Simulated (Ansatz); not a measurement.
Basis-set extrapolation for C$_{4}$H$_{12}$Cl$_{2}$N$_{2}$Si (`CN(C)[Si](Cl)(Cl)N(C)C`) (PBE0-D4/def2-TZVP geometry, frozen core, Ansatz). Multiplicity 1, RHF reference.

|  | def2-TZVPP | def2-QZVPP |
| --- | --- | --- |
| HF | -1475.582637 | -1475.630090 |
| MP2 correlation | -1.622597 | -1.745204 |
| CCSD(T) correlation | -1.781129 | not run |

Energies in hartree. Use E(X) = E(∞) + A·exp(−7.88·√X) for Hartree–Fock and E(X) = E(∞) + B·X^(−2.97) for correlation, with X = 3 and 4, and add CCSD(T) minus MP2 of the smaller set to the MP2 limit.

Q: What is the CCSD(T) energy at the basis-set limit?

A: HF limit: -1475.630090 + (-0.047453) × 0.13774 = -1475.63663. MP2 limit: -1.745204 + (-0.122607) × 0.74074 = -1.83602. Higher-order term: -1.781129 − (-1.622597) = -0.15853. Total: -1477.63118 hartree, 702.1 kJ/mol below CCSD(T)/def2-TZVPP.
